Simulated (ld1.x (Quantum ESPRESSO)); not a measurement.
## PBEsol PAW dataset for Hg (Z = 80), scalar-relativistic all-electron reference.

ld1.x (Quantum ESPRESSO) 7.5 input, shortened:

```
&input
   title='Hg', zed=80., rel=1, dft='PBESOL', iswitch=3,
   config='[Xe] 4f14 5d10 6s0 6p0'
 /
 &inputp
   pseudotype=3, lpaw=.true., tm=.true., lloc=-1, rcloc=2.10,
   nlcc=.true., new_core_ps=.true., rcore=1.25,
   which_augfun='BESSEL', rmatch_augfun=1.10
 /
6
6S  1  0   0.00   0.00  1.20  1.60  0.0
6S  1  0   0.00  -1.15  1.20  1.60  0.0
6P  2  1   0.00   0.00  1.90  2.40  0.0
6P  2  1   0.00   1.55  1.90  2.40  0.0
5D  3  2  10.00   0.00  1.45  1.60  0.0
5D  3  2   0.00  -1.80  1.45  1.60  0.0
 &test
   configts(1)='5d10 6s0 6p0'
 /
```

All-electron outer shells of the reference configuration (PBEsol, scalar-relativistic, ld1.x):

```
shell  level (eV)  outermost node (bohr)  outermost maximum (bohr)
   5p      -85.81                   0.51                      0.93
   5d      -28.81                   0.55                      1.15
   6s      -23.36                   1.07                      2.08
   6p      -14.74                   1.26                      2.63
```

Question: Does the generator finish with these settings?

Answer: Yes, a potential is produced.

Question: Estimate the cutoffs (Ry, on a coarse ladder) from which the occupation-weighted sum of valence levels, in a spherical-Bessel basis at the reference potential, stays within 10 and 1 mRy of its value at 400 Ry.

Answer: 45 Ry and 80 Ry.

Question: What does a ghost test show?

Answer: Ghost state, extra bound levels that the all-electron valence spectrum of the same l lacks: s at -135.8 eV. A true bound ghost makes a file unfit for plane-wave use.

Question: Is the overlap operator S = 1 + Σ q|β⟩⟨β| positive definite (Bessel basis up to 400 Ry)?

Answer: Yes: its lowest eigenvalue is 0.05 (s channel).

Its largest configuration-test error is -72 meV (5d9 6s0 6p0). 4 of 7 tests not solved or not reliable. Not counted: 5d9 6s2 6p0 (solver errors, printed error -865 eV); 5d10 6s2 6p0 (solver errors, printed error -16.0 eV); 5d10 6s1.5 6p0 (solver errors, printed error -9.3 eV); 1 more.
